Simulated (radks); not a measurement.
Q: All-electron atom: the samarium ion Sm3+ in [Xe] 4f4 7s1 (not the ground configuration). Calculated with a radial shooting solver on a logarithmic mesh with Libxc functionals: Dirac Kohn-Sham, BLYP, spin-unpolarised, spherical densities, finite nucleus; open shells fill j = l - 1/2 first; Fermi nuclear charge, rms radius 5.0819 fm.

Spin-orbit splittings of the eigenvalues, e(l+1/2) - e(l-1/2), with zeta = 2 splitting/(2l+1) and mean radii in bohr:

shell  occ.  splitting (eV)  zeta (eV)  <r> j=l-1/2  <r> j=l+1/2
2p        6           603.0      402.0      0.08073      0.08736
3p        6           122.0      81.35       0.2442       0.2570
3d       10           26.49      10.60       0.2287       0.2327
4p        6           27.13      18.08       0.5906       0.6190
4d       10           4.900      1.960       0.6578       0.6676
4f        4               ?          ?       0.8450       0.8528
5p        6           4.336      2.890        1.477        1.551

Estimate the 4f splitting.

A: 0.6566 eV (zeta = 0.1876 eV).
